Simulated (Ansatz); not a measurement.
`FCC#[C][GaH2]` + CH₃SH → `CSCF` + `C#[C][GaH2]` at 700 K and 1 bar (substitution at a C–C bond).

Computed with Ansatz on PBE0-D4/def2-TZVP structures; ΔE is electronic, products minus reactants. CCSD(T)/CBS is the MP2 limit (def2-TZVPP, def2-QZVPP) plus CCSD(T) − MP2 in def2-TZVPP, frozen cores. This one scheme is used for every species. For Ga outer-core shells are correlated without core-valence functions, which leaves a few kJ/mol of doubt a bond. Scalar relativity is left out up to krypton. One conformer a species, not always the lowest.

| species | CCSD(T)/CBS energy (Eh) | H − E (kJ/mol) | S (J/(mol·K)) |
| --- | --- | --- | --- |
| `FCC#[C][GaH2]` | -2140.21112 | 212.3 | 459.7 |
| CH₃SH | -438.22835 | 160.2 | 309.0 |
| `CSCF` | -576.66859 | 241.2 | 398.2 |
| `C#[C][GaH2]` | -2001.76834 | 133.6 | 358.1 |

H − E and S are ideal-gas, rigid-rotor, harmonic terms from PBE0-D4/def2-TZVP, for one conformer and one mirror image of each species. 1 Eh = 2625.50 kJ/mol, R = 8.31446 J/(mol·K).

Question: By hand: ΔE, ΔH, ΔS and ΔG.

Answer: ΔE = (-576.66859) + (-2001.76834) − (-2140.21112) − (-438.22835) = 0.00254 Eh = 6.7 kJ/mol. Δ(H − E) = 241.2 + 133.6 − 212.3 − 160.2 = 2.3, so ΔH = 9.0 kJ/mol. ΔS = 398.2 + 358.1 − 459.7 − 309.0 = -12.4 J/(mol·K). ΔG = 9.0 − 700 × (-12.4)/1000 = 17.7 kJ/mol.

Question: By hand: the equilibrium constant, and the temperature at which ΔG would vanish if ΔH and ΔS stayed fixed.

Answer: log₁₀ K = −ΔG/(RT ln 10) = -1.3. ΔH and −TΔS have one sign here, so there is no such temperature.

TΔS isn't small against ΔH here. A doubt of 5 kJ/mol in ΔE shifts log₁₀ K by 0.4 here. Other conformers and mirror images would add mixing entropy, several J/(mol·K) or more a flexible species. These are equilibria of isolated gas molecules and say nothing of rates. Largest T1 diagnostic: 0.014 (customary marks: 0.02 for closed shells, 0.045 for open ones).

ΔS is within the doubt of such terms, so its sign, and with it that verdict, could turn.
